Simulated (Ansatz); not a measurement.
Geometry optimisation of Si18NH28⁺, a doped nanocrystal cut from the lattice of silicon (N on a surface site).

```yaml
crystal:
  periodic: [false, false, false]
  atoms:
    - {symbol: N, position_ang: [1.710050, -0.484600, -1.708720]}
    - {symbol: Si, position_ang: [-3.584140, -0.763910, -1.952340]}
    - {symbol: Si, position_ang: [-3.542400, 2.126600, 0.768230]}
    - {symbol: Si, position_ang: [-0.575240, -3.250380, -2.278420]}
    - {symbol: Si, position_ang: [-0.755680, -0.570340, 0.756230]}
    - {symbol: Si, position_ang: [2.280740, -3.247960, 0.580170]}
    - {symbol: Si, position_ang: [1.948660, -0.759390, 3.586640]}
    - {symbol: Si, position_ang: [-0.636450, 1.868460, -1.951580]}
    - {symbol: Si, position_ang: [1.950390, 1.870420, 0.636040]}
    - {symbol: Si, position_ang: [-0.774820, 2.124710, 3.540940]}
    - {symbol: Si, position_ang: [-2.466290, -2.311370, -3.295890]}
    - {symbol: Si, position_ang: [-2.258510, 0.697600, -0.631200]}
    - {symbol: Si, position_ang: [-2.447910, 3.328280, 2.443910]}
    - {symbol: Si, position_ang: [0.827450, 0.413820, -3.011480]}
    - {symbol: Si, position_ang: [0.535680, -2.078070, -0.533060]}
    - {symbol: Si, position_ang: [0.628600, 0.701340, 2.258480]}
    - {symbol: Si, position_ang: [3.294580, -2.307660, 2.471120]}
    - {symbol: Si, position_ang: [3.010820, 0.414700, -0.823950]}
    - {symbol: Si, position_ang: [0.701190, 3.348460, -0.702330]}
    - {symbol: H, position_ang: [-4.513030, 0.050840, -2.748430]}
    - {symbol: H, position_ang: [-4.440590, -1.491050, -1.001280]}
    - {symbol: H, position_ang: [-4.533750, 1.232060, 1.386040]}
    - {symbol: H, position_ang: [-4.336670, 2.995140, -0.111160]}
    - {symbol: H, position_ang: [-0.965480, -4.462020, -1.532140]}
    - {symbol: H, position_ang: [0.432620, -3.719320, -3.247140]}
    - {symbol: H, position_ang: [-1.540670, -1.559620, 1.540560]}
    - {symbol: H, position_ang: [1.535240, -4.460550, 0.970420]}
    - {symbol: H, position_ang: [3.250650, -3.717320, -0.427110]}
    - {symbol: H, position_ang: [2.196890, -1.226450, -2.190480]}
    - {symbol: H, position_ang: [0.997930, -1.485620, 4.443530]}
    - {symbol: H, position_ang: [2.744070, 0.057060, 4.514890]}
    - {symbol: H, position_ang: [-1.332460, 2.541240, -3.066310]}
    - {symbol: H, position_ang: [3.061960, 2.545010, 1.333800]}
    - {symbol: H, position_ang: [-1.397120, 1.227720, 4.527350]}
    - {symbol: H, position_ang: [0.099690, 2.991920, 4.342150]}
    - {symbol: H, position_ang: [-3.343060, -3.394900, -3.763740]}
    - {symbol: H, position_ang: [-2.030410, -1.630030, -4.526300]}
    - {symbol: H, position_ang: [-3.412690, 3.878140, 3.406530]}
    - {symbol: H, position_ang: [-1.836440, 4.519020, 1.833210]}
    - {symbol: H, position_ang: [0.277000, -0.711470, -3.779170]}
    - {symbol: H, position_ang: [1.893660, 0.962220, -3.858950]}
    - {symbol: H, position_ang: [4.525270, -1.625320, 2.037430]}
    - {symbol: H, position_ang: [3.761820, -3.389400, 3.349190]}
    - {symbol: H, position_ang: [3.780890, -0.708330, -0.272140]}
    - {symbol: H, position_ang: [3.859560, 0.963580, -1.888780]}
    - {symbol: H, position_ang: [-0.112780, 4.262520, 0.108870]}
    - {symbol: H, position_ang: [1.531200, 4.234250, -1.533620]}
basis:
  gaussian: {orbitals: def2-SVP, fitting: {mean_field: def2-universal-jkfit}}
total_charge: 1
hamiltonian: {xc: pbe, dispersion: d4}
scf: {lower_state_search: "off"}
output: {orbitals: {seedname: orbitals}}
relax: {f_tol: 0.03, max_steps: 70}
```

```sh
$ ansatz run in.yaml --threads 4 --pin off --events-out ev --progress --plain --max-ram 66560MiB --backend cuda --devices 0, --max-vram 37GiB
```

Output, abridged:

```
Functional definition: PBE
mean field -143619.98919753 eV, -5277.9372538840 hartree, gradient 9.5e-6 eV, S^2 0.000000; 0 other end points of the search recorded, 0 dependent functions left out
relax step   1: F+E_penalty+E_count = -143622.98377292 eV  Δ(F+E_penalty+E_count) = +0.000e0 eV  max|allowed force component| = 1.604e0 eV/Å  Δτ_max = 0.0000 Å  (19 SCF iters, accepted)
mean field -143620.94601232 eV, -5277.9724161792 hartree, gradient 4.1e-6 eV, S^2 0.000000; 0 other end points of the search recorded, 0 dependent functions left out
relax step   2: F+E_penalty+E_count = -143623.95732214 eV  Δ(F+E_penalty+E_count) = -9.735e-1 eV  max|allowed force component| = 1.001e0 eV/Å  Δτ_max = 0.1959 Å  (20 SCF iters, accepted)
mean field -143621.15859463 eV, -5277.9802284351 hartree, gradient 2.4e-6 eV, S^2 0.000000; 0 other end points of the search recorded, 0 dependent functions left out
relax step   3: F+E_penalty+E_count = -143624.20857199 eV  Δ(F+E_penalty+E_count) = -2.512e-1 eV  max|allowed force component| = 1.139e0 eV/Å  Δτ_max = 0.2000 Å  (20 SCF iters, accepted)
mean field -143621.18529939 eV, -5277.9812098169 hartree, gradient 2.3e-6 eV, S^2 0.000000; 0 other end points of the search recorded, 0 dependent functions left out
relax step   4: F+E_penalty+E_count = -143624.21876143 eV  Δ(F+E_penalty+E_count) = -1.019e-2 eV  max|allowed force component| = 9.474e-1 eV/Å  Δτ_max = 0.1254 Å  (19 SCF iters, accepted)
mean field -143621.22806258 eV, -5277.9827813350 hartree, gradient 1.8e-6 eV, S^2 0.000000; 0 other end points of the search recorded, 0 dependent functions left out
relax step   5: F+E_penalty+E_count = -143624.27243948 eV  Δ(F+E_penalty+E_count) = -5.368e-2 eV  max|allowed force component| = 7.432e-2 eV/Å  Δτ_max = 0.0798 Å  (19 SCF iters, accepted)
mean field -143621.23469903 eV, -5277.9830252201 hartree, gradient 2.8e-6 eV, S^2 0.000000; 0 other end points of the search recorded, 0 dependent functions left out
relax step   6: F+E_penalty+E_count = -143624.28015337 eV  Δ(F+E_penalty+E_count) = -7.714e-3 eV  max|allowed force component| = 3.726e-2 eV/Å  Δτ_max = 0.0787 Å  (18 SCF iters, accepted)
mean field -143621.23538357 eV, -5277.9830503763 hartree, gradient 9.6e-7 eV, S^2 0.000000; 0 other end points of the search recorded, 0 dependent functions left out
relax step   7: F+E_penalty+E_count = -143624.28273869 eV  Δ(F+E_penalty+E_count) = -2.585e-3 eV  max|allowed force component| = 1.518e-2 eV/Å  Δτ_max = 0.0458 Å  (21 SCF iters, accepted)
mean field -143621.23456514 eV, -5277.9830202997 hartree, gradient 1.0e-6 eV, S^2 0.000000; 0 other end points of the search recorded, 0 dependent functions left out
relax step   8: F+E_penalty+E_count = -143624.28417567 eV  Δ(F+E_penalty+E_count) = -1.437e-3 eV  max|allowed force component| = 3.174e-2 eV/Å  Δτ_max = 0.0741 Å  (20 SCF iters, accepted)
mean field -143621.23473423 eV, -5277.9830265138 hartree, gradient 1.5e-6 eV, S^2 0.000000; 0 other end points of the search recorded, 0 dependent functions left out
relax step   9: F+E_penalty+E_count = -143624.28436161 eV  Δ(F+E_penalty+E_count) = -1.859e-4 eV  max|allowed force component| = 2.971e-2 eV/Å  Δτ_max = 0.0060 Å  (14 SCF iters, accepted)
Total energy: -143624.28444304 eV, -5278.0951012452 hartree
Atom 0 at     1.745335    -0.599652    -1.742571 Å, force    -0.008212     0.013136     0.008312 eV/Å
Atom 1 at    -3.588749    -0.806090    -1.783334 Å, force    -0.005189    -0.002386    -0.001293 eV/Å
Atom 2 at    -3.548456     2.030156     0.805040 Å, force    -0.001544     0.001414     0.000040 eV/Å
Atom 3 at    -0.512540    -3.187291    -2.204843 Å, force     0.004871    -0.000920     0.002288 eV/Å
Atom 4 at    -0.741671    -0.633737     0.741252 Å, force    -0.000165    -0.004297     0.000181 eV/Å
Atom 5 at     2.206340    -3.185606     0.517368 Å, force    -0.002287    -0.000943    -0.004862 eV/Å
Atom 6 at     1.779915    -0.802268     3.591338 Å, force     0.001268    -0.002332     0.005204 eV/Å
Atom 7 at    -0.727895     1.872640    -1.925960 Å, force     0.000979    -0.004817    -0.002388 eV/Å
Atom 8 at     1.923294     1.874867     0.728986 Å, force     0.002457    -0.004833    -0.001052 eV/Å
Atom 9 at    -0.811512     2.031011     3.546505 Å, force     0.000093     0.001388     0.001229 eV/Å
Atom 10 at    -2.401347    -2.221597    -3.246048 Å, force     0.003610     0.001494    -0.005741 eV/Å
Atom 11 at    -2.203242     0.657617    -0.562139 Å, force     0.000154     0.002070    -0.000614 eV/Å
Atom 12 at    -2.306608     3.359733     2.301802 Å, force    -0.004826     0.013953     0.004634 eV/Å
Atom 13 at     0.765802     0.410996    -3.010619 Å, force     0.003016    -0.001807    -0.000222 eV/Å
Atom 14 at     0.692669    -1.826748    -0.690534 Å, force    -0.000883    -0.002285     0.000889 eV/Å
Atom 15 at     0.558953     0.659519     2.203587 Å, force     0.000588     0.002048    -0.000188 eV/Å
Atom 16 at     3.244706    -2.218019     2.406770 Å, force     0.005744     0.001474    -0.003621 eV/Å
Atom 17 at     3.011160     0.412800    -0.761986 Å, force     0.000177    -0.001862    -0.003062 eV/Å
Atom 18 at     0.751504     3.289349    -0.753274 Å, force     0.005063     0.029712    -0.004985 eV/Å
Atom 19 at    -4.596725    -0.002214    -2.562170 Å, force     0.003372    -0.002799     0.004837 eV/Å
Atom 20 at    -4.305286    -1.642519    -0.754591 Å, force     0.004320     0.002805    -0.003842 eV/Å
Atom 21 at    -4.420417     1.080247     1.585958 Å, force     0.003785     0.003104    -0.002029 eV/Å
Atom 22 at    -4.416936     2.874761    -0.090354 Å, force     0.002013    -0.001549     0.004195 eV/Å
Atom 23 at    -0.961502    -4.312009    -1.307705 Å, force     0.000942     0.000253    -0.000367 eV/Å
Atom 24 at     0.471104    -3.730799    -3.212646 Å, force    -0.004239     0.000524    -0.000819 eV/Å
Atom 25 at    -1.477211    -1.728842     1.476597 Å, force     0.002161     0.004020    -0.002162 eV/Å
Atom 26 at     1.309412    -4.310637     0.965957 Å, force     0.000360     0.000257    -0.000953 eV/Å
Atom 27 at     3.215675    -3.729051    -0.464744 Å, force     0.000798     0.000528     0.004262 eV/Å
Atom 28 at     2.329077    -1.231741    -2.324952 Å, force     0.003507    -0.008318    -0.003467 eV/Å
Atom 29 at     0.751016    -1.638726     4.307623 Å, force     0.003861     0.002785    -0.004332 eV/Å
Atom 30 at     2.557254     0.002978     4.599380 Å, force    -0.004856    -0.002814    -0.003378 eV/Å
Atom 31 at    -1.407557     2.590180    -3.065252 Å, force     0.000576     0.003852     0.002178 eV/Å
Atom 32 at     3.061152     2.593913     1.409465 Å, force    -0.002196     0.003836    -0.000587 eV/Å
Atom 33 at    -1.593442     1.080403     4.416766 Å, force     0.001885     0.002967    -0.003581 eV/Å
Atom 34 at     0.081630     2.876060     4.416828 Å, force    -0.003985    -0.001352    -0.001857 eV/Å
Atom 35 at    -3.291673    -3.347902    -3.700661 Å, force    -0.000086     0.000703     0.001089 eV/Å
Atom 36 at    -1.953961    -1.439112    -4.451615 Å, force    -0.004957    -0.001214     0.006277 eV/Å
Atom 37 at    -3.255590     4.048350     3.248934 Å, force     0.010656    -0.008306    -0.010653 eV/Å
Atom 38 at    -1.539772     4.403973     1.535998 Å, force    -0.006455    -0.010492     0.006434 eV/Å
Atom 39 at     0.174404    -0.651353    -3.887550 Å, force     0.000123    -0.001789    -0.002251 eV/Å
Atom 40 at     1.847714     1.133803    -3.763700 Å, force    -0.002826    -0.000891     0.001365 eV/Å
Atom 41 at     4.450545    -1.435428     1.960304 Å, force    -0.006298    -0.001195     0.004981 eV/Å
Atom 42 at     3.698625    -3.343436     3.298571 Å, force    -0.001092     0.000677     0.000085 eV/Å
Atom 43 at     3.888002    -0.648395    -0.168385 Å, force     0.002244    -0.001789    -0.000135 eV/Å
Atom 44 at     3.765305     1.135238    -1.843405 Å, force    -0.001380    -0.000896     0.002837 eV/Å
Atom 45 at     0.039015     4.404291    -0.042747 Å, force     0.009317    -0.013768    -0.009316 eV/Å
Atom 46 at     1.742505     3.850319    -1.743234 Å, force    -0.016463    -0.009344     0.016444 eV/Å
Dipole moment:     0.564096    -0.062618    -0.563294 e Å
Checks for a lower state left out: stability, starts, cluster_reference, orbital_swaps, neighbouring_geometries, increment
```

Run time 25 s (4 threads of AMD EPYC 7R13 on a shared host and a share (37 GiB) of an NVIDIA H100 80GB HBM3), peak host memory 1.1 GiB.

Single mean-field runs in def2-SVP are fitted with def2-universal-jkfit. Another isomer (singlet) lies 0.14 eV lower at PBE0-D4/def2-TZVP; other spin states weren't run for this one.
